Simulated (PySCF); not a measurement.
H2OSi, SMILES O=[SiH2]. Atoms are numbered in the order given.

```xyz
4

Si     0.0000     0.0000     0.4357
O      0.0000     0.0000    -1.0792
H      0.0000    -1.2263     1.2671
H      0.0000     1.2263     1.2671
```

Geometry optimised at ωB97X-D3(BJ)/def2-TZVP.

Method: HF/pcSseg-2 (PySCF).

GIAO shieldings, no solvent; atoms alike by connectivity are averaged. δ = σ(ref) − σ: ²⁹Si against TMS (σ = 383.2 ppm); ¹⁷O against H2O (σ = 326.0 ppm); ¹H against TMS (σ = 31.98 ppm), references at their B3LYP-D3(BJ)/def2-TZVP geometries, non-relativistic.

```
atoms   nucleus  count  δ (ppm)
------  -------  -----  -------
Si1        ²⁹Si      1      [?]
O2          ¹⁷O      1    372.7
H3, H4       ¹H      2     5.83
```

Question: Some entries are withheld; supply them. (An estimate is asked for; the answer gives what the named calculation found.)

Answer: 
- Si1, δ (ppm): 79.7
